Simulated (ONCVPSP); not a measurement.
**Reading a pseudo-wave (carbon)**

Columns: radius, all-electron u(r) and pseudo u(r) of the 2s shell (level -13.64 eV) of carbon in the configuration [He] 2s2 2p2; LDA (Perdew-Wang 92), scalar-relativistic, ONCV scheme, ONCVPSP 4.0.1.

| r (bohr) | all-electron | pseudo |
| --- | --- | --- |
| 0.105 | -0.3372 | 0.0638 |
| 0.210 | -0.3031 | 0.1343 |
| 0.315 | -0.1280 | 0.2104 |
| 0.420 | 0.0833 | 0.2953 |
| 0.525 | 0.2834 | 0.3909 |
| 0.630 | 0.4533 | 0.4879 |
| 0.735 | 0.5873 | 0.5827 |
| 0.840 | 0.6862 | 0.6754 |
| 0.945 | 0.7535 | 0.7504 |
| 1.050 | 0.7941 | 0.7940 |
| 1.155 | 0.8127 | 0.8127 |
| 1.260 | 0.8141 | 0.8140 |
| 1.365 | 0.8021 | 0.8020 |
| 1.470 | 0.7801 | 0.7801 |
| 1.575 | 0.7510 | 0.7510 |
| 1.680 | 0.7170 | 0.7170 |
| 1.785 | 0.6798 | 0.6798 |
| 1.890 | 0.6409 | 0.6409 |
| 1.995 | 0.6013 | 0.6013 |
| 2.100 | 0.5619 | 0.5619 |
| 2.205 | 0.5232 | 0.5232 |
| 2.310 | 0.4858 | 0.4857 |
| 2.415 | 0.4498 | 0.4497 |
| 2.520 | 0.4155 | 0.4155 |
| 2.625 | 0.3830 | 0.3830 |
| 2.730 | 0.3524 | 0.3524 |

Question: How many radial nodes do the two functions have?

Answer: The all-electron 2s function has n − l − 1 = 1; the pseudo-wave has 0, since the states of the same l below it are removed with the core.

Question: At about which radius was the pseudo-wave matched?

Answer: 1.10 bohr, where the columns begin to agree (steps of 0.10 bohr).

Question: Where does each function peak?

Answer: Outermost all-electron maximum near 1.26 bohr, pseudo maximum near 1.26 bohr (to the table’s step).

Question: Is the pseudo-wave norm-conserving?

Answer: Yes: the ONCV scheme keeps the norm inside the radius equal to the all-electron one, which fixes the energy derivative of the logarithmic derivative at the level.
